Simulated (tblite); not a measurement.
Start geometry of `CO[Si](F)(OC)C1CCC1` from a force field or distance geometry (Å):
```
atom  x, y, z in Å
C1    -2.6502   -2.1457   -0.1865
O2    -1.4045   -1.6831   -0.6612
Si3   -0.7766   -0.2888    0.0048
F4    -0.8155   -0.4475    1.5891
O5    -1.8025    0.9784   -0.3660
C6    -1.8607    2.0834    0.5117
C7     1.0271    0.0386   -0.5265
C8     1.8056    1.1026    0.2994
C9     3.0492    0.1948    0.1382
C10    2.0656   -0.9913   -0.0120
H11   -2.9036   -3.0724   -0.7154
H12   -2.6353   -2.3688    0.8889
H13   -3.4569   -1.4165   -0.3923
H14   -2.5593    2.8119    0.1037
H15   -0.8843    2.5857    0.6031
H16   -2.2212    1.7842    1.5160
H17    1.0905    0.2074   -1.6022
H18    1.8769    2.0816   -0.1649
H19    1.4864    1.2217    1.3456
H20    3.7200    0.1580    1.0049
H21    3.6273    0.4149   -0.7604
H22    2.3746   -1.7504   -0.7366
H23    1.8426   -1.4719    0.9498
```

Question: What comes out of this run: tblite 0.8.0, GFN2-xTB geometry optimisation, gas phase?

Answer: 
```
atom  x, y, z in Å
C1    -2.6244   -2.2315   -0.3040
O2    -1.3617   -1.6247   -0.4284
Si3   -0.7909   -0.2897    0.2553
F4    -0.6550   -0.4923    1.8638
O5    -1.8687    0.9034    0.0540
C6    -1.8281    2.2296    0.5170
C7     0.9392   -0.0051   -0.4341
C8     1.7858    1.1099    0.2184
C9     2.9933    0.1646    0.2319
C10    2.0559   -1.0097   -0.0768
H11   -2.6672   -3.0468   -1.0259
H12   -2.7568   -2.6250    0.7050
H13   -3.4159   -1.5116   -0.5126
H14   -2.7826    2.6931    0.2677
H15   -1.0184    2.7794    0.0334
H16   -1.6798    2.2579    1.5976
H17    0.9064    0.1403   -1.5146
H18    1.8953    2.0275   -0.3580
H19    1.4485    1.3633    1.2219
H20    3.5457    0.1064    1.1676
H21    3.6916    0.3673   -0.5784
H22    2.3627   -1.6808   -0.8755
H23    1.8202   -1.5985    0.8059
```

The energy falls by 9.1 kcal/mol over 108 L-BFGS steps, the largest force on an atom goes from 2.15 to 0.009 eV/Å, and the atoms move by 0.300 Å rms after alignment. The bond that changes most is O2–Si3 (silyl ether oxygen to fluorine-bound silicon), which shortens by 0.063 Å. Bonds longer at the end by more than 0.005 Å: 1 of 23; shorter: 17. Among the angles that change most is C1–O2–Si3, from 118.2° to 129.8°. Among the dihedrals that turn most is O2–Si3–O5–C6, from 152° to 178°. Rotational constants go from 1634, 837.4, 654.0 to 1541, 853.4, 655.7 MHz. The orientation of the end geometry is arbitrary; only internal coordinates are fixed.

On one thread, Arm Neoverse V1 (aarch64), shared host, this took 1.1 s wall.

Its GFN2-xTB frequencies are all real (lowest 24 cm⁻¹). One conformer, not necessarily the lowest. 2 starts were optimised and ended at 0.00 and 0.46 kcal/mol (GFN2-xTB); the lowest of these is shown.

All values are computed, not measured.
